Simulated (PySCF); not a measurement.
Job file and geometry (Å, from GFN2-xTB) of an NMR shielding run on `N1C[SiH2]N(B)B1NC`, C2H11B2N3Si, PySCF, GIAO PBE0/pcSseg-1 NMR shielding, non-relativistic, gas phase; density fitting, a coarse starting grid and PySCF grid level 2 are the driver's defaults:

```
$ OMP_NUM_THREADS=1 python probes_run.py task.json out

{"job": {"kind": "nmr", "xc": "PBE0", "basis": "pcSseg-1"}, "charge": 0, "multiplicity": 1}
B     -0.661187     2.353045     0.256354
N     -0.787925     0.963015     0.169398
Si    -2.314064     0.120661     0.303576
C     -1.546245    -1.613498     0.078285
N     -0.134677    -1.340757    -0.095794
B      0.311374    -0.009171    -0.046304
N      1.647899     0.389341    -0.180081
C      2.822935    -0.418716    -0.386637
H      0.383077     2.882356     0.153398
H     -1.626333     2.998733     0.434815
H     -3.233911     0.482389    -0.781933
H     -2.926837     0.298145     1.625648
H     -1.709826    -2.264330     0.945473
H     -1.947835    -2.145139    -0.792120
H      0.451504    -2.146483    -0.236802
H      1.852456     1.373658    -0.128113
H      2.543594    -1.468289    -0.439847
H      3.328116    -0.150692    -1.321274
H      3.538081    -0.295018     0.434495
```

Question: What does the program print?

Answer: 
```
coarse grid: 15976 points
cycle   1  E = -585.7986667851  dE =  9.548e-01  |g| = 5.479e-01  |ddm| = 3.798e+00
cycle   2  E = -585.7526836510  dE =  4.598e-02  |g| = 7.214e-01  |ddm| = 1.063e+00
cycle   3  E = -585.8692431787  dE = -1.166e-01  |g| = 9.650e-02  |ddm| = 6.543e-01
cycle   4  E = -585.8710981361  dE = -1.855e-03  |g| = 3.735e-02  |ddm| = 8.538e-02
cycle   5  E = -585.8713779961  dE = -2.799e-04  |g| = 1.154e-02  |ddm| = 3.054e-02
cycle   6  E = -585.8714064018  dE = -2.841e-05  |g| = 2.254e-03  |ddm| = 9.741e-03
cycle   7  E = -585.8714075810  dE = -1.179e-06  |g| = 3.924e-04  |ddm| = 2.129e-03
final grid: 148832 points
cycle   8  E = -585.9085986671  dE = -4.043e-05  |g| = 9.117e-03  |ddm| = 2.528e-02
cycle   9  E = -585.9085872340  dE =  1.143e-05  |g| = 1.170e-02  |ddm| = 1.635e-02
cycle  10  E = -585.9086181428  dE = -3.091e-05  |g| = 1.254e-03  |ddm| = 9.182e-03
cycle  11  E = -585.9086184937  dE = -3.509e-07  |g| = 3.095e-04  |ddm| = 9.781e-04
cycle  12  E = -585.9086185126  dE = -1.893e-08  |g| = 1.015e-04  |ddm| = 2.709e-04
cycle  13  E = -585.9086185149  dE = -2.293e-09  |g| = 2.466e-05  |ddm| = 9.218e-05
cycle  14  E = -585.9086185150  dE = -1.169e-10  |g| = 6.846e-06  |ddm| = 2.005e-05
converged SCF energy = -585.9086185150

GIAO shielding tensors (ppm)
atom      isotropic    diamagn.    paramagn.     s11        s22        s33       span
  0 B       56.681     195.752    -139.071     18.309     28.887    122.847    104.538
  1 N      123.399     329.460    -206.061    -15.107    124.854    260.451    275.558
  2 Si     365.185     880.557    -515.372    321.387    353.759    420.409     99.022
  3 C      158.058     247.899     -89.841    137.364    141.111    195.699     58.335
  4 N      204.821     324.760    -119.939    161.618    204.138    248.707     87.089
  5 B       78.011     197.517    -119.506     50.313     90.541     93.179     42.865
  6 N      212.881     323.591    -110.710    171.512    225.610    241.520     70.008
  7 C      155.146     242.158     -87.011    131.899    148.383    185.157     53.258
  8 H       26.253      32.689      -6.436     23.592     25.583     29.583      5.990
  9 H       26.335      30.280      -3.945     24.360     25.586     29.059      4.699
 10 H       26.528      29.048      -2.519     23.379     24.268     31.938      8.559
 11 H       26.527      29.054      -2.527     23.409     24.258     31.913      8.503
 12 H       28.721      29.017      -0.296     23.664     26.626     35.875     12.211
 13 H       28.732      28.976      -0.244     23.725     26.634     35.837     12.113
 14 H       29.509      34.823      -5.314     19.871     31.097     37.560     17.689
 15 H       29.283      35.276      -5.993     19.523     30.419     37.907     18.385
 16 H       29.147      30.466      -1.319     24.172     29.690     33.578      9.405
 17 H       28.705      27.473       1.232     23.515     26.458     36.142     12.628
 18 H       28.700      27.495       1.205     23.510     26.442     36.147     12.637
```

Size and cost of the density-fitted run: 198 basis functions, 30 s wall time on 1 thread of an Intel Xeon 6975P-C, shared host; peak memory 0.87 GiB.
